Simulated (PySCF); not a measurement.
Vertical excitation energies

FH₈NSi₃.
InChI=1S/FH8NSi3/c1-5(4)2-3/h2,5H,3-4H3/t5-/m0/s1

Method: TDDFT wB97X-D/def2-SVPD, vertical, gas phase, core orbitals frozen in the response (PySCF 2.14.0, density-fitted response routines). Geometry: GFN2-xTB, one conformer, isolated molecule. GFN2-xTB frequencies show an imaginary mode (29i cm⁻¹), so this geometry is no minimum at that level. Torsions of this conformer, `[F:1][Si@H:2]([SiH3:3])[NH:4][SiH3:5]`: F1–Si2–N4–Si5 179°.

```json
{"state": "S1", "E (eV)": "5.76", "λ (nm)": "215.2", "ν̃ (cm⁻¹)": "46470", "f": "0.0078", "|μ| (D)": "0.60", "main configurations (H = HOMO, L = LUMO)": "H→L (95%)"}
{"state": "S2", "E (eV)": "6.27", "λ (nm)": "197.7", "ν̃ (cm⁻¹)": "50570", "f": "0.0070", "|μ| (D)": "0.54", "main configurations (H = HOMO, L = LUMO)": "H→L+1 (94%)"}
{"state": "S3", "E (eV)": "7.15", "λ (nm)": "173.3", "ν̃ (cm⁻¹)": "57690", "f": "0.0098", "|μ| (D)": "0.60", "main configurations (H = HOMO, L = LUMO)": "H-1→L (59%), H→L+2 (17%)"}
{"state": "S4", "E (eV)": "7.43", "λ (nm)": "166.9", "ν̃ (cm⁻¹)": "59930", "f": "0.040", "|μ| (D)": "1.19", "main configurations (H = HOMO, L = LUMO)": "H→L+2 (28%), H-1→L (26%), H-1→L+1 (14%)"}
{"state": "S5", "E (eV)": "7.76", "λ (nm)": "159.7", "ν̃ (cm⁻¹)": "62610", "f": "0.064", "|μ| (D)": "1.47", "main configurations (H = HOMO, L = LUMO)": "H→L+4 (49%), H→L+6 (20%), H→L+7 (8%)"}
{"state": "S6", "E (eV)": "7.86", "λ (nm)": "157.8", "ν̃ (cm⁻¹)": "63350", "f": "0.011", "|μ| (D)": "0.60", "main configurations (H = HOMO, L = LUMO)": "H→L+3 (58%), H→L+2 (18%)"}
{"state": "S7", "E (eV)": "7.92", "λ (nm)": "156.5", "ν̃ (cm⁻¹)": "63910", "f": "0.075", "|μ| (D)": "1.58", "main configurations (H = HOMO, L = LUMO)": "H→L+5 (33%), H-1→L+1 (22%), H→L+2 (14%)"}
{"state": "S8", "E (eV)": "8.14", "λ (nm)": "152.4", "ν̃ (cm⁻¹)": "65640", "f": "0.0087", "|μ| (D)": "0.53", "main configurations (H = HOMO, L = LUMO)": "H-1→L+1 (34%), H→L+5 (30%)"}
```

Triplets, Tamm–Dancoff:

| state | E (eV) | λ (nm) | main configurations (H = HOMO, L = LUMO) |
| --- | --- | --- | --- |
| T1 | 5.34 | 232.1 | H→L (88%) |
| T2 | 5.93 | 209.0 | H→L+1 (86%) |
| T3 | 6.56 | 189.1 | H-1→L (57%), H→L+2 (9%) |

The lowest singlet lies at 5.76 eV (215 nm, ultraviolet) and is weak; its leading configuration is HOMO→LUMO (95%). The strongest level in the table is S7 at 7.92 eV (156 nm, f = 0.075). Löwdin shares by element: HOMO nitrogen 47%, silicon 29% (atoms not listed hold the other 24%); LUMO silicon 62%, hydrogen 8% or more (atoms not listed hold the other 30%). The oscillator strengths of these states sum to 0.223; summed over the whole spectrum of an exact calculation they would give the number of electrons, 66 (Thomas–Reiche–Kuhn). The listed states span 2.38 eV, and the widest gap between neighbours is 0.88 eV (S2 to S3). Weighted by f, the mean energy of these states is 7.63 eV. The window holds the lowest 8 singlets.
